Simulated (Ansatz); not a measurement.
BFH4O2Si (`BO[SiH](O)F`) at its PBE0-D4/def2-TZVP geometry, where that method's forces vanish. The species carries charge 0 and has multiplicity 1.

```json
{"atom": "B1", "x (Å)": "-0.130", "y (Å)": "0.609", "z (Å)": "1.783"}
{"atom": "O2", "x (Å)": "-0.219", "y (Å)": "-0.313", "z (Å)": "0.800"}
{"atom": "Si3", "x (Å)": "0.282", "y (Å)": "-0.339", "z (Å)": "-0.753"}
{"atom": "O4", "x (Å)": "-1.058", "y (Å)": "-0.474", "z (Å)": "-1.653"}
{"atom": "F5", "x (Å)": "1.205", "y (Å)": "-1.615", "z (Å)": "-0.944"}
{"atom": "H6", "x (Å)": "-0.604", "y (Å)": "0.339", "z (Å)": "2.849"}
{"atom": "H7", "x (Å)": "0.413", "y (Å)": "1.661", "z (Å)": "1.574"}
{"atom": "H8", "x (Å)": "1.095", "y (Å)": "0.845", "z (Å)": "-1.078"}
{"atom": "H9", "x (Å)": "-0.983", "y (Å)": "-0.712", "z (Å)": "-2.578"}
```

Question: For each bond, give half the difference of the two atoms' forces along it (eV/Å; positive pushes the atoms apart) under PBE-D4, r2SCAN-D4, B3LYP-D4, ωB97M-V in def2-TZVPP. (An estimate is asked.)

Answer: Computed: 
| bond | length (Å) | PBE-D4 | r2SCAN-D4 | B3LYP-D4 | ωB97M-V |
| --- | --- | --- | --- | --- | --- |
| B1–O2 | 1.351 | 0.17 | 0.15 | 0.10 | 0.17 |
| B1–H6 | 1.197 | 0.00 | -0.07 | -0.15 | -0.16 |
| B1–H7 | 1.203 | -0.02 | -0.06 | -0.10 | -0.13 |
| O2–Si3 | 1.631 | 0.29 | 0.02 | 0.07 | 0.04 |
| Si3–O4 | 1.620 | 0.21 | 0.03 | 0.11 | 0.11 |
| Si3–F5 | 1.587 | 0.42 | 0.03 | 0.16 | 0.14 |
| Si3–H8 | 1.473 | -0.14 | -0.07 | -0.17 | -0.24 |
| O4–H9 | 0.958 | 0.32 | 0.01 | -0.02 | -0.06 |

B3LYP here is the variant with VWN-RPA as its local correlation; programs differ in this.
